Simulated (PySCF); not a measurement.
# Spin states and ions at one geometry of [Tl(SH)2]+

PySCF 2.14.0, RKS TPSS, Tl def2-SVP with ECP60, S def2-SVP, H def2-SVP; non-relativistic Hamiltonian with scalar-relativistic core potentials where named; density fitting; no spin-orbit coupling; singlets restricted, open shells unrestricted. The geometry is relaxed for charge +1, singlet, vacuum:

```xyz
5

Tl   -0.2449    0.0000    0.0000
S    -0.3005    0.0764    2.4140
H     0.6645    1.0411    2.4512
S    -0.3005   -0.0764   -2.4140
H     0.6645   -1.0411   -2.4512
```

Energies count from the relaxed state; an electron taken off or put on is at rest in vacuum. Charges and spins are Mulliken's.

```json
{"state": "charge +1, singlet, vacuum", "energy (eV)": "0.00", "spin squared": "0.00", "charge on Tl1 (e)": "0.63", "spin on Tl1 (e)": "0.00", "dipole about the centre of mass (D)": "1.50"}
{"state": "charge +2, doublet, vacuum", "energy (eV)": "15.11", "spin squared": "0.76", "charge on Tl1 (e)": "0.80", "spin on Tl1 (e)": "0.01", "dipole about the centre of mass (D)": "4.44"}
{"state": "charge 0, doublet, vacuum", "energy (eV)": "-6.55", "spin squared": "0.75", "charge on Tl1 (e)": "0.29", "spin on Tl1 (e)": "0.25", "dipole about the centre of mass (D)": "1.09"}
```

Q: What does the state charge +1, triplet, vacuum give?

A: energy (eV) 2.70, spin squared 2.01, charge on Tl1 (e) 0.47, spin on Tl1 (e) 0.28, dipole about the centre of mass (D) 4.48.

With an electron taken off (doublet) the charges change, summed by element, by Tl +0.18 e, S +0.69 e, H +0.14 e. The vertical ionisation energy is 15.11 eV, against −ε(HOMO) = 11.94 eV of the relaxed state. The level lies 3.2 eV too high, as is usual for semilocal functionals and global hybrids, which keep a self-interaction error.

With an electron put on (doublet) the charges change, summed by element, by Tl -0.34 e, S -0.52 e, H -0.15 e. The vertical electron affinity is 6.55 eV, against −ε(LUMO) = 9.38 eV of the relaxed state.

Open shells may have lower solutions than those found. Hard to converge, so the more doubtful: charge +1, triplet, vacuum; charge +2, doublet, vacuum.

No frequency check is given that shows the relaxed geometry to be a minimum.
